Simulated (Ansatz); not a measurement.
Calculated with Ansatz (gas phase, PBE0-D4/def2-TZVP geometries, no zero-point term in ΔE). CBS: MP2 limit from def2 TZ/QZ plus the TZ coupled-cluster correction, frozen cores. Functionals use def2-TZVPP. B3LYP here is the variant with VWN-RPA as its local correlation; programs differ in this. One conformer a species, not always the lowest.

Reaction (redistribution): `N[SiH2]OBF` + `C[SiH2][SiH2]S` → `FB[SiH2]S` + `C[SiH2]O[SiH2]N`

```
          species  B3LYP energy (Eh)
     `N[SiH2]OBF`         -547.50887
 `C[SiH2][SiH2]S`        -1020.24364
      `FB[SiH2]S`         -814.96173
`C[SiH2]O[SiH2]N`         -752.76429
```

Task: Work out ΔE.

Result: ΔE = (-814.96173) + (-752.76429) − (-547.50887) − (-1020.24364) = 0.02649 Eh = +69.5 kJ/mol. CCSD(T)/CBS gives +69.5 kJ/mol.

Largest T1 diagnostic among the species: 0.014.

In def2-TZVPP, CCSD(T) changes the Hartree–Fock value by +10.1 kJ/mol (the triples alone add +2.1 kJ/mol) and MP2 by +9.7 kJ/mol.
